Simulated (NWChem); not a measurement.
# CH5MgNO; SMILES C[O][Mg][NH2]

```xyz
9

Mg     0.0000     0.6731    -0.0007
O      0.0000    -1.1014    -0.0017
C      0.0000    -2.4716     0.0014
H      0.8054    -2.8942    -0.6340
H      0.1479    -2.8914     1.0177
H     -0.9533    -2.8937    -0.3777
N      0.0000     2.5594     0.0010
H     -0.8161     3.1638     0.0002
H      0.8163     3.1636     0.0002
```
Atoms are numbered in this order, from 1.

Computed with NWChem. Pople sets run with spherical d functions. Geometry: optimised at PBE0/def2-SVP. Vertical excitations in the gas phase; the lowest state need not have the same character in each row.

```
level                                            lowest excitation, singlet (eV)  oscillator strength of that lowest state  orbital gap (eV)
-----------------------------------------------  -------------------------------  ----------------------------------------  ----------------
PBE/6-31+G*, full TDDFT                                                     3.35                                     0.035              3.25
B3LYP/6-31+G*, full TDDFT                                             (withheld)                                (withheld)        (withheld)
LDA (Slater exchange, VWN5)/6-31+G*, full TDDFT                             3.38                                     0.032              3.27
BHandHLYP/6-31+G*, full TDDFT                                               4.33                                     0.056              7.00
```

Problem. Fill in the missing entries.

Solution. 
- B3LYP/6-31+G*, full TDDFT, lowest excitation, singlet (eV): 3.75
- B3LYP/6-31+G*, full TDDFT, oscillator strength of that lowest state: 0.044
- B3LYP/6-31+G*, full TDDFT, orbital gap (eV): 4.76
